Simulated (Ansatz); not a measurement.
Cartesian coordinates in Å:
```
C 0.280 -0.935 1.606
O 0.647 -0.091 0.551
C -0.390 0.093 -0.388
Al 0.175 1.285 -1.852
H 0.009 -1.937 1.242
H 1.134 -1.020 2.279
H -0.577 -0.530 2.163
H -0.719 -0.879 -0.803
H -1.293 0.503 0.101
H 1.626 1.919 -1.907
H -0.892 1.592 -2.992
```

The species carries charge 0 and has multiplicity 1.

Task: List the ωB97M-V/def2-TZVPP orbital energies in eV (Ansatz 0.2.0). (Estimate.)

Result: Ansatz gave: Occupied: -1531.89, -526.10, -282.42, -282.06, -116.52, -76.21, -75.99, -75.97, -31.63, -22.60, -20.31, -15.84, -15.79, -15.44, -13.60, -13.39, -11.81, -10.65, -9.98, -9.84. Lowest empty: 0.22, 1.98, 2.78, 3.05, 3.51, 4.17, 4.42, 5.02.
